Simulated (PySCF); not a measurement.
## A small calculation by hand: entropy of an ideal gas

Se(F)(SH) (FHSSe), SMILES F[Se]S.

Geometry: PBE0-D3(BJ)/def2-TZVP. Other conformers were not sampled.

PBE0-D3(BJ)/def2-TZVP run with PySCF gives the harmonic wavenumbers 214, 437, 443, 642, 864, 2648 cm⁻¹ and the rotational temperatures 0.5914, 0.1815, 0.1416 K. The molar mass is 131.04 g/mol, the symmetry number 1, the spin multiplicity 1.

Task: Work out the entropy at 298.15 K and 1 atm in the rigid-rotor, harmonic-oscillator model.

Result: 
Translation (Sackur–Tetrode at 1 atm): S = R[1.5 ln M + 2.5 ln T − 1.16487] = 169.6 J/(mol K).
Rotation: q = (√π/σ) T^1.5/√(θA θB θC) = 74000, S = R[ln q + 3/2] = 105.7 J/(mol K).
Vibration: with u = 1.4388 ν/T, each mode gives R[u/(e^u − 1) − ln(1 − e^−u)]:
```json
[
 {"ν (cm⁻¹)": "214", "modes": "1", "u": "1.03", "S (J/(mol K))": "8.41"},
 {"ν (cm⁻¹)": "437", "modes": "1", "u": "2.11", "S (J/(mol K))": "3.50"},
 {"ν (cm⁻¹)": "443", "modes": "1", "u": "2.14", "S (J/(mol K))": "3.42"},
 {"ν (cm⁻¹)": "642", "modes": "1", "u": "3.10", "S (J/(mol K))": "1.60"},
 {"ν (cm⁻¹)": "864", "modes": "1", "u": "4.17", "S (J/(mol K))": "0.67"}
]
```
The stiffer modes add less than 0.005 each. Sum 17.6 J/(mol K).
Spin: R ln 1 = 0.0 J/(mol K).
Total 292.8 J/(mol K); the program's own thermochemistry gives 292.8. Translation makes up 58 % and vibration 6 %. Anharmonicity, hindered rotation and orbital degeneracy are left out.
